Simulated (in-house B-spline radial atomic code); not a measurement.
Successive ionisation energies of oxygen; each step leads to the configuration of the next row (after the last: bare). Dirac energy differences include first-order Breit, QED and recoil terms. NIST's values go from ground level to ground level; the uncertainty of those that are theory runs from under 0.1 % in few-electron ions to several per cent in heavy many-electron ones. Computed with an all-electron radial atomic-structure program (B-spline basis): Dirac-Hartree-Fock, average of the configuration, finite nuclei.

```csv
ion,configuration,ionisation energy (eV),tabulated value (eV),tabulated kind,computed minus tabulated (eV),highest orbital,largest mean radius (bohr)
O,[He] 2s2 2p4,14.6,13.61806,measured,1.0,2p3/2,1.2397
O+,[He] 2s2 2p3,32.2,35.12112,measured,-2.9,2p3/2,1.0968
O2+,[He] 2s2 2p2,?,?,semi-empirical,?,?,?
O3+,[He] 2s2 2p1,77.2,77.4135,measured,-0.2,2p3/2,0.98165
O4+,[He] 2s2,?,?,measured,?,?,?
O5+,[He] 2s1,138.0,138.1189,semi-empirical,-0.1,2s1/2,0.89334
O6+,1s2,738.1,739.327,tabulated theory,-1.3,1s1/2,0.19655
O7+,1s1,871.4,871.4099,tabulated theory,0.0,1s1/2,0.18729
```

Task: Fill in the row of O2+.

Result: ionisation energy (eV): 53.2; tabulated value (eV): 54.93554; computed minus tabulated (eV): -1.8; highest orbital: 2p3/2; largest mean radius (bohr): 1.0321.

Task: Fill in the row of O4+.

Result: ionisation energy (eV): 111.1; tabulated value (eV): 113.899; computed minus tabulated (eV): -2.8; highest orbital: 2s1/2; largest mean radius (bohr): 0.93503.

Task: Where is the largest jump?

Result: From O5+ to O6+, by a factor of 5.35 (137.98 to 738.07 eV); the highest orbital goes from 2s1/2 to 1s1/2.

Where a p, d or f electron is removed, the computed value is a mean over both j, so it misses the tabulated one by a part of the spin-orbit splitting; averaging over terms and missing correlation add to the gap, relatively most at low charge.
